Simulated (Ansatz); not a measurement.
Reaction (formal exchange of groups at a B–C bond): `CBC=O` + `N=[C](F)[GeH3]` → `O=C[BH][GeH3]` + `CC(=N)F`

Isolated molecules relaxed with PBE0-D4/def2-TZVP in Ansatz; ΔE leaves out vibrations. CCSD(T)/CBS adds triple-zeta CCSD(T) − MP2 to the extrapolated MP2 energy (def2 sets, frozen cores). Functionals use def2-TZVPP. B3LYP here is the variant with VWN-RPA as its local correlation; programs differ in this. HSE06 is defined as in plane-wave codes. For Ge outer-core shells are correlated without core-valence functions, which leaves a few kJ/mol of doubt a bond. Scalar relativity is left out up to krypton. One conformer a species, not always the lowest.

```
             level  ΔE (kJ/mol)  difference from CCSD(T)/CBS
       LDA (SPW92)         -9.8                        -16.9
            PBE-D4         -0.9                         -8.0
           BLYP-D4          8.5                          1.4
         r2SCAN-D4          1.1                         -6.0
            B97M-V          2.9                         -4.2
           PBE0-D4          2.6                         -4.5
          B3LYP-D4         10.2                          3.1
        r2SCANh-D4          2.3                         -4.8
        r2SCAN0-D4          3.8                         -3.3
          HSE06-D4          2.6                         -4.5
          BHLYP-D4         13.5                          6.4
      CAM-B3LYP-D4         11.7                          4.6
           ωB97X-V          9.8                          2.7
           ωB97M-V         11.7                          4.6
            B2PLYP         10.0                          2.9
          PBE-QIDH          5.1                         -2.0
               PBE         -0.5                         -7.6
            revPBE          2.7                         -4.4
              BLYP          9.4                          2.3
              PBE0          2.9                         -4.2
             B3LYP         10.8                          3.7
           r2SCANh          2.4                         -4.7
             HSE06          2.8                         -4.3
         CAM-B3LYP         12.0                          4.9
           LC-ωPBE          7.3                          0.2
RPA@PBE/def2-TZVPP          5.1                         -2.0
       HF/def2-SVP         19.5                         12.4
      MP2/def2-SVP          7.4                          0.3
     CCSD/def2-SVP          7.3                          0.2
  CCSD(T)/def2-SVP          4.2                         -2.9
     HF/def2-TZVPP         20.7                         13.6
SCS-MP2/def2-TZVPP         12.6                          5.5
   CCSD/def2-TZVPP         10.4                          3.3
CCSD(T)/def2-TZVPP          7.5                          0.4
     HF/def2-QZVPP         21.6                         14.5
    MP2/def2-QZVPP          9.7                          2.6
SCS-MP2/def2-QZVPP         13.1                          6.0
      HF/CBS(def2)         21.7                         14.6
     MP2/CBS(def2)          9.3                          2.2
    CCSD/CBS(def2)         10.0                          2.9
       CCSD(T)/CBS          7.1                            0
```

Task: What do rigid-rotor, harmonic-oscillator terms from PBE0-D4/def2-TZVP frequencies (298.15 K, 1 bar) make of the CCSD(T)/CBS value? (An estimate is asked.)

Result: Ansatz gave: ΔZPE = +5.3 kJ/mol, ΔH = +11.4 kJ/mol, ΔS = -7 J/(mol·K), ΔG = +13.4 kJ/mol.

Largest T1 diagnostic among the species: 0.018.

Leaving LDA and LC-ωPBE aside and taking each functional with its dispersion term where it has one, the values spread over 14.4 kJ/mol, from PBE-D4 to BHLYP-D4. LDA lies −9.3 kJ/mol from PBE without D4. In def2-TZVPP, CCSD(T) changes the Hartree–Fock value by −13.2 kJ/mol (the triples alone add −2.9 kJ/mol) and MP2 by −11.0 kJ/mol. From PBE to PBE0 (25 % exact exchange), in def2-TZVPP and without D4, ΔE moves by +3.4 kJ/mol.
